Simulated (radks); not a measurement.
Valence configurations of F2+ (all share [He]). Method: scalar-relativistic Kohn-Sham, PBE, spin-polarised, spherical densities, point nucleus; open shells are filled with parallel spins first; computed with a radial shooting solver on a logarithmic mesh with Libxc functionals. Energies are relative to 2s2 2p3; eigenvalues in eV for spin up.

| valence | E (eV) | moment (Bohr magnetons) | e(2p) | e(2s) |
|---|---|---|---|---|
| 2s2 2p3 | 0.000 | 3 | -51.566 | -70.445 |
| 2s1.5 2p3.5 | 9.489 | 3 | -51.475 | -70.472 |
| 2s1 2p4 | 18.939 | 3 | -51.383 | -70.496 |
| 2s0.5 2p4.5 | 31.560 | 2 | -50.562 | -69.684 |
| 2p5 | 42.931 | 1 | -49.556 | - |

NIST lists [He] 2s2 2p3 as the ground configuration; this level of theory agrees among the configurations tried. The energies are those of spherical high-spin densities, not of single terms.
